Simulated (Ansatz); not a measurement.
Geometry optimisation, Ansatz 0.2.0, RKS PBE0-D4/def2-SVP.

input.yaml

```yaml
crystal:
  periodic: [false, false, false]
  atoms:
    - { symbol: Ga, position_ang: [-0.6021, -0.8917, -0.896] }
    - { symbol: Si, position_ang: [1.2675, -0.3286, 1.01] }
    - { symbol: H, position_ang: [0.2812, -1.7662, -1.8884] }
    - { symbol: H, position_ang: [-1.7866, -1.7452, -0.2422] }
    - { symbol: H, position_ang: [0.4277, 1.2147, 0.3723] }
    - { symbol: P, position_ang: [-0.8299, 1.7682, -0.8329] }
    - { symbol: H, position_ang: [2.5676, -0.4036, 0.323] }
    - { symbol: H, position_ang: [1.4883, -0.0245, 2.4307] }
    - { symbol: H, position_ang: [0.7535, -1.7387, 1.0429] }
    - { symbol: H, position_ang: [-1.6897, 1.5539, 0.2503] }
    - { symbol: H, position_ang: [-1.8774, 2.3618, -1.5697] }
basis:
  gaussian: { orbitals: def2-SVP }
hamiltonian:
  xc: pbe0
  dispersion: d4
relax:
  f_tol: 0.15
  max_steps: 25
  restrain:
    - { distance: [0, 5], at: 3.59, k: 30.0 }
    - { distance: [4, 1], at: 2.72, k: 30.0 }
    - { distance: [0, 1], at: 2.33, k: 30.0 }
    - { distance: [4, 5], at: 1.38, k: 30.0 }
```

Command:

```bash
$ ansatz run input.yaml --threads 2 --pin off --max-ram 3072MiB --backend cpu --events-out ev --progress --plain --runs-dir out
```

Task: Where does it end, and by what steps?

Result: It converged. The restraints hold the end off the free minimum. After 12 steps the energy has fallen by 1.706 eV (the restraints' own energy left out); H9 moved furthest, 1.19 Å. Parted: Ga1–P6. Joined: H5–P6.

```json
{"step": "0", "energy less start (eV)": "0.0000", "largest force component (eV/Å)": "1.883", "accepted": "yes"}
{"step": "1", "energy less start (eV)": "1.1642", "largest force component (eV/Å)": "3.316", "accepted": "yes"}
{"step": "2", "energy less start (eV)": "2.0239", "largest force component (eV/Å)": "3.489", "accepted": "yes"}
{"step": "3", "energy less start (eV)": "1.8889", "largest force component (eV/Å)": "2.607", "accepted": "yes"}
{"step": "4", "energy less start (eV)": "0.7557", "largest force component (eV/Å)": "2.035", "accepted": "yes"}
{"step": "5", "energy less start (eV)": "-0.2591", "largest force component (eV/Å)": "2.012", "accepted": "yes"}
{"step": "6", "energy less start (eV)": "-0.8079", "largest force component (eV/Å)": "1.542", "accepted": "yes"}
{"step": "7", "energy less start (eV)": "-1.2597", "largest force component (eV/Å)": "0.912", "accepted": "yes"}
{"step": "8", "energy less start (eV)": "-1.4739", "largest force component (eV/Å)": "0.743", "accepted": "yes"}
{"step": "9", "energy less start (eV)": "-1.5882", "largest force component (eV/Å)": "0.727", "accepted": "yes"}
{"step": "10", "energy less start (eV)": "-1.6739", "largest force component (eV/Å)": "0.546", "accepted": "yes"}
{"step": "11", "energy less start (eV)": "-1.6990", "largest force component (eV/Å)": "0.531", "accepted": "yes"}
{"step": "12", "energy less start (eV)": "-1.7060", "largest force component (eV/Å)": "0.523", "accepted": "yes"}
```

```xyz
11
Properties=species:S:1:pos:R:3
Ga -0.491 -1.248 -0.588
Si 1.250 -0.831 0.935
H -0.238 -1.205 -2.146
H -1.959 -1.526 -0.092
H 0.221 1.450 -0.143
P -0.872 2.308 -0.336
H 2.398 -0.091 0.315
H 0.771 -0.017 2.098
H 1.797 -2.114 1.488
H -1.818 1.359 0.166
H -1.061 1.916 -1.698
```

Whether the end is a true minimum wasn't checked by a vibrational analysis.

The run took 58 s on 2 threads of Intel(R) Xeon(R) Platinum 8488C (Sapphire Rapids), with other jobs on the host, peak memory 0.28 GiB.
